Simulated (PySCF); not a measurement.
Zr²⁷⁺: ionisation energy

Zr²⁷⁺ [Ne] 3s2 3p1 (2P) → Zr²⁸⁺ [Ne] 3s2 (1S), as a difference of total energies. Calculation: PySCF 2.14, in an even-tempered Gaussian basis (16 s from 3.1 bohr⁻², ratio 2.5; 11 p from 4.1 bohr⁻², ratio 2.5; 5 d from 18 bohr⁻², ratio 2.7; 4 f from 27 bohr⁻², ratio 2.7); the non-relativistic Hamiltonian (point nucleus). Correlated levels: outer shells: 1s2 frozen; virtual orbitals above 40 to 60 times the deepest correlated orbital energy dropped. The calculations carry no spin-orbit coupling.

```
                method  ionisation energy (eV)
                   UHF                  1378.6
    MP2 (outer shells)                  1379.0
SCS-MP2 (outer shells)                  1378.9
   CCSD (outer shells)                  1378.9
CCSD(T) (outer shells)                  1378.9
```

A first-order spin-orbit estimate (lowest level to lowest level, LS coupling) adds 11.555 eV.

All relativistic terms are absent from these numbers, so their closeness to the reference says little about the methods.

For comparison: 1392 ± 7 eV (semi-empirical (NIST evaluation); NIST Atomic Spectra Database, ionization energies).
